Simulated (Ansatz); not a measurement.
Basis-set extrapolation for C2H6OSSi, SMILES `C[Si]1(S)CO1` (PBE0-D4/def2-TZVP geometry, frozen core, the Gaussian-basis code of Ansatz). Multiplicity 1, RHF reference.

```csv
,def2-TZVPP,def2-QZVPP
HF,-840.671021,-840.698820
MP2 correlation,-0.874202,-0.939871
CCSD(T) correlation,-0.959079,not run
```

Energies in hartree. Use E(X) = E(∞) + A·exp(−7.88·√X) for Hartree–Fock and E(X) = E(∞) + B·X^(−2.97) for correlation, with X = 3 and 4, and add CCSD(T) minus MP2 of the smaller set to the MP2 limit.

**Question.** What is the CCSD(T) energy at the basis-set limit?

**Answer.** HF limit: -840.698820 + (-0.027799) × 0.13774 = -840.70265. MP2 limit: -0.939871 + (-0.065669) × 0.74074 = -0.98851. Higher-order term: -0.959079 − (-0.874202) = -0.08488. Total: -841.77604 hartree, 3.97 eV below CCSD(T)/def2-TZVPP.
